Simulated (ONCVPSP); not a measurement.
# nickel (Ni): excitation energies, all-electron against ONCV

ONCVPSP 4.0.1 input, shortened (lines: element, Z, core and valence counts, functional; n l f; lmax; l rc ep ncon nbas qcut; lloc lpopt rc5 dvloc0; l nproj debl; icmod fcfact rcfact), revPBE, scalar-relativistic:

```
  Ni 28.00    4    3  -102130      upf
    1    0    2.00
    2    0    2.00
    2    1    6.00
    3    0    2.00
    3    1    6.00
    3    2    8.00
    4    0    2.00
    2
    0    2.00    0.00    5    9    3.00
    1    0.85    0.00    5    8   11.70
    2    1.15    0.00    3    8   13.80
    4    3    0.70    6.00
    0    2    3.00
    1    1    1.80
    2    1    1.20
    0    0.00    0.00
```

Energies are relative to the spin-unpolarised reference configuration 3p6 3d8 4s2; without spin polarisation the order of configurations can differ from experiment.

Question: Give the all-electron excitation energy and the error of the potential for: 3p6 3d8 4s1; 3p6 3d8 4s0; 3p6 3d7 4s0; 3p5 3d8 4s2.

Answer:

| valence configuration | charge | ΔE all-electron (eV) | error AE − PS (meV) |
| --- | --- | --- | --- |
| 3p6 3d8 4s1 | +1 | 9.221 | -6.6 |
| 3p6 3d8 4s0 | +2 | 26.402 | -30 |
| 3p6 3d7 4s0 | +3 | 63.751 | +85 |
| 3p5 3d8 4s2 | +1 | 79.511 | -135 |

Note: ghosts flagged at negative energy: s at -39.9 eV; no localised positive-energy state flagged. A true bound ghost makes a file unfit for plane-wave use.
